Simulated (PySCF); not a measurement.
C₉H₁₃B.
Bonds: C1–B2, B2–C3, B2–C4, C4–C5 (double), C5–C6, C6–C7 (double), C7–C8, C8–C9 (double), C9–C10, C4–C10. Hydrogens: H11, H12, H13 on C1; H14, H15, H16 on C3; H17 on C5; H18 on C6; H19 on C7; H20 on C8; H21 on C9; H22, H23 on C10.

Computed with PySCF 2.14.0, PBE0-D3(BJ)/def2-SVP geometry optimisation, gas phase.

(1) List the bond lengths, angles and torsions at this level.

Results:

(1) 
```json
{"bond": "C1–B2, B2–C3", "length (Å)": "1.578", "order": "single"}
{"bond": "B2–C4", "length (Å)": "1.559", "order": "single"}
{"bond": "C4=C5", "length (Å)": "1.368", "order": "double"}
{"bond": "C5–C6", "length (Å)": "1.435", "order": "single"}
{"bond": "C6=C7", "length (Å)": "1.370", "order": "double"}
{"bond": "C7–C8", "length (Å)": "1.437", "order": "single"}
{"bond": "C8=C9", "length (Å)": "1.355", "order": "double"}
{"bond": "C9–C10", "length (Å)": "1.491", "order": "single"}
{"bond": "C4–C10", "length (Å)": "1.513", "order": "single"}
{"bond": "C1–H11 and 4 like bonds", "length (Å)": "1.102", "order": "single"}
{"bond": "C1–H12", "length (Å)": "1.108", "order": "single"}
{"bond": "C5–H17", "length (Å)": "1.096", "order": "single"}
{"bond": "C6–H18", "length (Å)": "1.095", "order": "single"}
{"bond": "C7–H19", "length (Å)": "1.095", "order": "single"}
{"bond": "C8–H20", "length (Å)": "1.095", "order": "single"}
{"bond": "C9–H21", "length (Å)": "1.095", "order": "single"}
{"bond": "C10–H22, C10–H23", "length (Å)": "1.101", "order": "single"}
```

Bonds in one row agree within 0.01 Å and their mean is given. Orders are formal, as drawn. A selection of angles:
```json
{"angle": "B2–C1–H11", "degrees": "114.8"}
{"angle": "B2–C1–H12", "degrees": "106.5"}
{"angle": "B2–C1–H13", "degrees": "113.3"}
{"angle": "H11–C1–H12", "degrees": "106.4"}
{"angle": "H11–C1–H13", "degrees": "109.1"}
{"angle": "C1–B2–C3", "degrees": "118.0"}
{"angle": "C1–B2–C4", "degrees": "119.7"}
{"angle": "C3–B2–C4", "degrees": "122.3"}
{"angle": "B2–C3–H14", "degrees": "107.9"}
{"angle": "B2–C3–H16", "degrees": "110.7"}
{"angle": "H14–C3–H15", "degrees": "107.8"}
{"angle": "B2–C4–C5", "degrees": "120.4"}
{"angle": "B2–C4–C10", "degrees": "122.2"}
{"angle": "C5–C4–C10", "degrees": "117.3"}
{"angle": "C4–C5–C6", "degrees": "126.8"}
{"angle": "C4–C5–H17", "degrees": "117.8"}
{"angle": "C6–C5–H17", "degrees": "115.3"}
{"angle": "C5–C6–C7", "degrees": "125.5"}
{"angle": "C5–C6–H18", "degrees": "116.7"}
{"angle": "C7–C6–H18", "degrees": "116.9"}
{"angle": "C6–C7–C8", "degrees": "125.7"}
{"angle": "C6–C7–H19", "degrees": "117.0"}
{"angle": "C8–C7–H19", "degrees": "116.7"}
{"angle": "C7–C8–C9", "degrees": "124.6"}
{"angle": "C7–C8–H20", "degrees": "116.7"}
{"angle": "C9–C8–H20", "degrees": "118.7"}
{"angle": "C8–C9–C10", "degrees": "121.5"}
{"angle": "C8–C9–H21", "degrees": "119.3"}
{"angle": "C10–C9–H21", "degrees": "119.2"}
{"angle": "C9–C10–H22", "degrees": "109.6"}
{"angle": "C9–C10–H23", "degrees": "111.3"}
{"angle": "C4–C10–C9", "degrees": "107.1"}
{"angle": "C4–C10–H22", "degrees": "109.1"}
{"angle": "C4–C10–H23", "degrees": "111.6"}
{"angle": "H22–C10–H23", "degrees": "108.1"}
```

Torsions: C1–B2–C4–C5 159° (antiperiplanar); B2–C4–C5–C6 -163° (antiperiplanar); C4–C5–C6–C7 30°; C5–C6–C7–C8 -2° (synperiplanar); C6–C7–C8–C9 -30°; C7–C8–C9–C10 -8° (synperiplanar); C8–C9–C10–C4 71° (synclinal); B2–C4–C10–C9 104° (anticlinal). The mirror-image conformer, all signs reversed, is as good.

The C–C distances run from 1.355 Å (C8=C9, drawn double) to 1.513 Å (C4–C10, drawn single), a spread of 0.158 Å. The 7-membered ring C4–C5–C6–C7–C8–C9–C10 has internal angles of 107.1° to 126.8°; it is puckered, 0.30 Å rms from its mean plane, widest ring torsion 72°. B2 (three-coordinate boron) is planar (angles 122.3°, 119.7° and 118.0°, sum 360.0°, 0.01 Å off the plane of its three neighbours). Of the pairs four or more bonds apart, H15···H17 is among the closest relative to their van der Waals radii: 2.16 Å, 90 % of the sum of Bondi's values.

Point group: C1 (no symmetry element, even within 0.4 Å). Stationary, but not proved a minimum. One conformer, not necessarily the lowest.
